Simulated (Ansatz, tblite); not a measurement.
Cost and result up the ladder for In4Sb5H16⁺, a cluster cut from zinc blende InSb (hydrogen-capped) (25 atoms). Total charge 1; singlet. Geometry: r2SCAN-D4/def2-SVP.

```xyz
25

Sb   -2.574   -1.237   -1.258
Sb    0.851    1.211   -2.745
Sb   -1.234    2.298    0.941
Sb   -0.579   -1.721    2.536
Sb    2.846    0.727    1.052
In   -1.811    1.466   -1.752
In   -1.222   -3.392    0.208
In    3.180   -0.242   -1.701
In    0.539    0.896    2.720
H    -2.976   -1.803   -2.809
H    -4.173   -1.080   -0.705
H     0.606    0.754   -4.362
H     1.282    2.821   -3.077
H    -2.709    2.538    1.747
H    -0.760    3.928    0.900
H    -1.929   -1.626    3.564
H     0.393   -2.621    3.600
H     3.533    2.274    1.204
H     3.970   -0.067    2.047
H    -2.902    2.484   -2.597
H    -2.475   -4.426    0.736
H     0.281   -3.530   -0.599
H     4.534    0.605   -2.305
H     2.629   -1.860   -1.616
H     0.704    1.606    4.272
```

Ansatz on 2 threads of AMD EPYC 7R13 on a shared host and a share (18 GiB) of an NVIDIA H100 80GB HBM3; xTB runs through tblite on one thread. Times are rough, summed over both states, and most runs start from the orbitals of an earlier one. ωB97X-V/def2-TZVP serves as the yardstick here, not as an exact answer. The other state is a doublet.

In the def2 sets In, Sb take a core potential; there is no spin–orbit coupling. The xTB rows come from tblite. Single mean-field runs in def2-TZVP are fitted with def2-universal-jkfit.

Raw xTB energies of ions are shifted by several eV.

```csv
level,functions,wall time,vertical IE (eV),difference from ωB97X-V/def2-TZVP (eV)
GFN2-xTB,97,0.12 s,14.69,2.95
GFN1-xTB,113,0.14 s,14.35,2.61
PBE0-D4/def2-TZVP (with forces),546,33 s,11.32,-0.42
PBE-D4/def2-TZVP (with forces),546,33 s,10.92,-0.82
ωB97X-V/def2-TZVP,546,54 s,11.74,0.00
```
